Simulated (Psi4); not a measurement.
C₂HF₅, charge -1, doublet, at the geometry of the source list (a state made from the parent by changing its charge; the spin is typed, not shown lowest) (a gas-phase anion, which may not be bound at this level), with bond 6-4 at 1.6 times its length; B3LYP/STO-3G (Psi4).

The Psi4 input:
```
memory 2 GB

molecule mol {
-1 2
  F     1.102200   -1.199300    0.674800
  C     0.779900   -0.121000   -0.054700
  F     1.418900    0.937000    0.466100
  C    -0.748200    0.111400    0.004700
  F    -1.192800    0.297900    1.238800
  F    -1.275080    1.823400   -1.155780
  F    -1.391400   -0.935900   -0.513700
  H     1.108800   -0.271500   -1.095500
}

set basis sto-3g
set reference uks
set guess core

energy('b3lyp')
print_variables()
```

The log (banner, timings and long lists left out):

```
   => Loading Basis Set <=

    Name: STO-3G
    Role: ORBITAL
    Keyword: BASIS

         ---------------------------------------------------------
                                   SCF
               by Justin Turney, Rob Parrish, Andy Simmonett
                          and Daniel G. A. Smith
                              UKS Reference
         ---------------------------------------------------------

  ==> Geometry <==

    Molecular point group: c1
    Full point group: C1

    Geometry (in Angstrom), charge = -1, multiplicity = 2:

       Center              X                  Y                   Z               Mass
    ------------   -----------------  -----------------  -----------------  -----------------
         F            1.301578654004    -1.342205201727     0.576558423275    18.998403162730
         C            0.979278654004    -0.263905201727    -0.152941576725    12.000000000000
         F            1.618278654004     0.794094798273     0.367858423275    18.998403162730
         C           -0.548821345996    -0.031505201727    -0.093541576725    12.000000000000
         F           -0.993421345996     0.154994798273     1.140558423275    18.998403162730
         F           -1.075701345996     1.680494798273    -1.254021576725    18.998403162730
         F           -1.192021345996    -1.078805201727    -0.611941576725    18.998403162730
         H            1.308178654004    -0.414405201727    -1.193741576725     1.007825032230

  Running in c1 symmetry.

  Rotational constants: A =      0.10289  B =      0.06782  C =      0.05397 [cm^-1]
  Rotational constants: A =   3084.62519  B =   2033.22234  C =   1617.99399 [MHz]
  Nuclear repulsion =  334.067182942442116

  Charge       = -1
  Multiplicity = 2
  Electrons    = 59
  Nalpha       = 30
  Nbeta        = 29

  ==> Algorithm <==

  SCF Algorithm Type is DF.
  DIIS enabled.
  MOM disabled.
  Fractional occupation disabled.
  Guess Type is CORE.
  Energy threshold   = 1.00e-06
  Density threshold  = 1.00e-06
  Integral threshold = 1.00e-12

  ==> Primary Basis <==

  Basis Set: STO-3G
    Blend: STO-3G
    Number of shells: 22
    Number of basis functions: 36
    Number of Cartesian functions: 36
    Spherical Harmonics?: true
    Max angular momentum: 1

  ==> DFT Potential <==

   => LibXC <=

    Version 7.1.2
    S. Lehtola, C. Steigemann, M. J. T. Oliveira, and M. A. L. Marques,  SoftwareX 7, 1–5 (2018) (10.1016/j.softx.2017.11.002)

   => Composite Functional: B3LYP <=

    B3LYP Hyb-GGA Exchange-Correlation Functional

    P. J. Stephens, F. J. Devlin, C. F. Chabalowski, and M. J. Frisch,  J. Phys. Chem. 98, 11623 (1994) (10.1021/j100096a001)

    Deriv               =              1
    GGA                 =           TRUE
    Meta                =          FALSE

    Exchange Hybrid     =           TRUE
    MP2 Hybrid          =          FALSE

   => Exchange Functionals <=

    0.0800   Slater exchange
    0.7200         Becke 88

   => Exact (HF) Exchange <=

    0.2000               HF

   => Correlation Functionals <=

    0.1900   Vosko, Wilk & Nusair (VWN5_RPA)
    0.8100   Lee, Yang & Parr

   => LibXC Density Thresholds  <==

    XC_HYB_GGA_XC_B3LYP:  1.00E-15

   => Molecular Quadrature <=

    Radial Scheme          =       TREUTLER
    Pruning Scheme         =           NONE
    Nuclear Scheme         =       TREUTLER

    Blocking Scheme        =         OCTREE
    BS radius alpha        =              1
    Pruning alpha          =              1
    Radial Points          =             75
    Spherical Points       =            302
    Total Points           =         170918
    Total Blocks           =           1346
    Max Points             =            256
    Max Functions          =             32
    Weights Tolerance      =       1.00E-15

   => Loading Basis Set <=

    Name: (STO-3G AUX)
    Role: JKFIT
    Keyword: DF_BASIS_SCF

  ==> Integral Setup <==

  SCF_SUBTYPE=INCORE selected. In-core MEM_DF algorithm will be used.
  Using in-core AOs.

  ==> MemDFJK: Density-Fitted J/K Matrices <==

    J tasked:                   Yes
    K tasked:                   Yes
    wK tasked:                   No
    Algorithm:                 Core
    Schwarz Cutoff:           1E-12
    Mask sparsity (%):       3.7037
    Fitting Condition:        1E-10

   => Auxiliary Basis Set <=

  Basis Set: (STO-3G AUX)
    Blend: DEF2-UNIVERSAL-JKFIT
    Number of shells: 181
    Number of basis functions: 553
    Number of Cartesian functions: 663
    Spherical Harmonics?: true
    Max angular momentum: 4

  Minimum eigenvalue in the overlap matrix is 2.5355757558E-01.
  Reciprocal condition number of the overlap matrix is 1.2409909561E-01.
    Using symmetric orthogonalization.

  ==> Pre-Iterations <==

  SCF Guess: Core (One-Electron) Hamiltonian.

   -------------------------------------------------------
    Irrep   Nso     Nmo     Nalpha   Nbeta   Ndocc  Nsocc
   -------------------------------------------------------
     A         36      36      30      29      29       1
   -------------------------------------------------------
    Total      36      36      30      29      29       1
   -------------------------------------------------------

  ==> Iterations <==

                           Total Energy        Delta E     RMS |[F,P]|

   @DF-UKS iter   1:  -538.88020140439494   -5.38880e+02   6.57366e-02 ADIIS/DIIS
   @DF-UKS iter   2:  -563.57982666012504   -2.46996e+01   3.86156e-02 ADIIS/DIIS
   @DF-UKS iter   3:  -565.46854474774455   -1.88872e+00   4.09808e-02 ADIIS/DIIS
   @DF-UKS iter   4:  -564.30756543976304    1.16098e+00   3.78847e-02 ADIIS/DIIS
   @DF-UKS iter   5:  -567.21590874840706   -2.90834e+00   1.09481e-02 ADIIS/DIIS
   @DF-UKS iter   6:  -567.44806623241823   -2.32157e-01   4.01995e-03 ADIIS/DIIS
   @DF-UKS iter   7:  -567.46967933146141   -2.16131e-02   6.80876e-04 ADIIS/DIIS
   @DF-UKS iter   8:  -567.46984938767366   -1.70056e-04   4.82754e-04 ADIIS/DIIS
   @DF-UKS iter   9:  -567.47020627805853   -3.56890e-04   1.76795e-04 ADIIS/DIIS
   @DF-UKS iter  10:  -567.47024848414310   -4.22061e-05   2.99397e-05 DIIS
   @DF-UKS iter  11:  -567.47025192963713   -3.44549e-06   1.38369e-05 DIIS
   @DF-UKS iter  12:  -567.47025279713012   -8.67493e-07   4.25553e-06 DIIS
   @DF-UKS iter  13:  -567.47025297615380   -1.79024e-07   2.27944e-06 DIIS
   @DF-UKS iter  14:  -567.47025302405950   -4.79057e-08   8.89195e-07 DIIS
  Energy and wave function converged.

  ==> Post-Iterations <==

   Electrons on quadrature grid:
      Nalpha   =   30.0000131385 ; deviation = 1.314e-05
      Nbeta    =   29.0000135965 ; deviation = 1.360e-05
      Ntotal   =   59.0000267350 ; deviation = 2.674e-05

   @Spin Contamination Metric:   3.470547298E-04
   @S^2 Expected:                7.500000000E-01
   @S^2 Observed:                7.503470547E-01
   @S   Expected:                5.000000000E-01
   @S   Observed:                5.000000000E-01

    Orbital Energies [Eh]
    ---------------------

    Alpha Occupied:

[...]
    Alpha Virtual:

[...]
    Beta Occupied:

[...]
    Beta Virtual:

[...]
      36A      0.767877

    Final Occupation by Irrep:
              A
    DOCC [    29 ]
    SOCC [     1 ]
    NA   [    30 ]
    NB   [    29 ]

  @DF-UKS Final Energy:  -567.47025302405950

   => Energetics <=

    Nuclear Repulsion Energy =            334.0671829424421162
    One-Electron Energy =               -1477.1951688228477906
    Two-Electron Energy =                 627.8758198874731988
    DFT Exchange-Correlation Energy =     -52.2180870311269487
    Empirical Dispersion Energy =           0.0000000000000000
    VV10 Nonlocal Energy =                  0.0000000000000000
    Total Energy =                       -567.4702530240595024

  UHF NO Occupations:
  HONO-2 :   28  A 1.9999472
  HONO-1 :   29  A 1.9999205
  HONO-0 :   30  A 1.0000000
  LUNO+0 :   31  A 0.0000795
  LUNO+1 :   32  A 0.0000528
  LUNO+2 :   33  A 0.0000291
  LUNO+3 :   34  A 0.0000099

Computation Completed

Properties will be evaluated at   0.000000,   0.000000,   0.000000 [a0]

Properties computed using the SCF density matrix

 Multipole Moments:

 ------------------------------------------------------------------------------------
     Multipole            Electronic (a.u.)      Nuclear  (a.u.)        Total (a.u.)
 ------------------------------------------------------------------------------------

 L = 1.  Multiply by 2.5417464519 to convert [e a0] to [Debye]
 Dipole X            :         -0.5088300            1.5483319            1.0395019
 Dipole Y            :         -0.3650240           -0.5852514           -0.9502754
 Dipole Z            :          1.9499209           -1.3257023            0.6242186
 Magnitude           :                                                    1.5405312

 ------------------------------------------------------------------------------------

  Variable Map:
  ----------------------------------------------------------------------------
[...]
  Array Variable Map:
  ----------------------------------------------------------------------------
[...]
[...]
```
